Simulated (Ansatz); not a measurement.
Cost and result for the atomization energy of ClH2Sn, SMILES `[Cl][SnH2]` radical (4 atoms, 3 bonds).

Cartesian coordinates in Å:
```
Cl 1.0932 1.0589 1.3369
Sn -0.5368 0.1446 -0.0758
H -0.6677 -1.5053 0.4036
H 0.1113 0.3018 -1.6647
```

Total charge 0; spin multiplicity 2. Correlated methods include outer-core shells of Sn, which these sets cover unevenly. Sn takes the def2 core potential. Geometry: relaxed with PBE0-D4/def2-TZVP. Program: Ansatz. All runs use 2 threads of a server CPU on a shared host. Times are those of one run each, without the atoms' runs, and a repeat can differ threefold. Electronic energies, without spin–orbit coupling; frozen cores. CCSD(T)/CBS adds CCSD(T) − MP2 in def2-TZVPP to the MP2 limit, and its time is that of the two runs behind it. T1 = 0.015; ⟨S²⟩ of the reference is 0.76. With those shells the extrapolation isn't a true limit. B3LYP takes the VWN-RPA correlation (the form of Gaussian; ORCA's B3LYP/G).

CCSD(T)/CBS is a level of theory with its own doubt, some kJ/mol a heavy atom from the limit and from the frozen cores, so smaller differences don't rank the functionals.

| level | functions | wall time | atomization (kcal/mol) | difference from CCSD(T)/CBS | per bond |
| --- | --- | --- | --- | --- | --- |
| LDA (SPW92)/def2-TZVPP | 120 | 0.5 s | 227.0 | 28.0 | 9.3 |
| revPBE-D4/def2-TZVPP | 120 | 0.7 s | 192.8 | -6.2 | -2.1 |
| PBE-D4/def2-TZVPP (with forces) | 120 | 0.85 s | 197.5 | -1.5 | -0.5 |
| BLYP-D4/def2-TZVPP | 120 | 0.85 s | 194.7 | -4.3 | -1.4 |
| PBE0-D4/def2-TZVPP | 120 | 1 s | 195.4 | -3.6 | -1.2 |
| CCSD(T)/def2-SVP | 54 | 1.1 s | 178.0 | -21.0 | -7.0 |
| BHLYP-D4/def2-TZVPP | 120 | 1.1 s | 192.7 | -6.3 | -2.1 |
| B3LYP-D4/def2-TZVPP (with forces) | 120 | 1.2 s | 196.1 | -2.9 | -1.0 |
| B2PLYP/def2-TZVPP | 120 | 1.6 s | 192.3 | -6.7 | -2.2 |
| r2SCANh-D4/def2-TZVPP | 120 | 1.9 s | 198.7 | -0.3 | -0.1 |
| MP2/def2-QZVPP | 212 | 2.8 s | 191.9 | -7.1 | -2.3 |
| CCSD(T)/def2-TZVPP | 120 | 7 s | 192.4 | -6.6 | -2.2 |
| CCSD(T)/CBS(def2) | – | 9.8 s | 199.0 | 0.0 | 0.0 |

The D4 term adds +2.8 kcal/mol with B3LYP and +1.4 kcal/mol with PBE0; it sums over pairs of atoms, weighted by their polarisabilities, and B3LYP, whose exchange is more repulsive, gets the larger term. At CCSD(T), def2-SVP lies −21.0 kcal/mol from the extrapolated value and def2-TZVPP −6.6 kcal/mol: correlation converges slowly with the basis, and small sets miss more of it in the bonded molecule than in its fragments. From r2SCAN to r2SCAN0 (25 % exact exchange), in def2-TZVPP and without D4, the atomization energy moves by −3.3 kcal/mol: exact exchange takes away binding that semilocal exchange gives to molecules.

Spin–orbit coupling would lower the free Sn atoms strongly, and the atomization energy with them, by more than many differences here. For some Ge, Se and Sn compounds the MP2-based and the directly extrapolated limit differ by 10 to 25 kJ/mol.
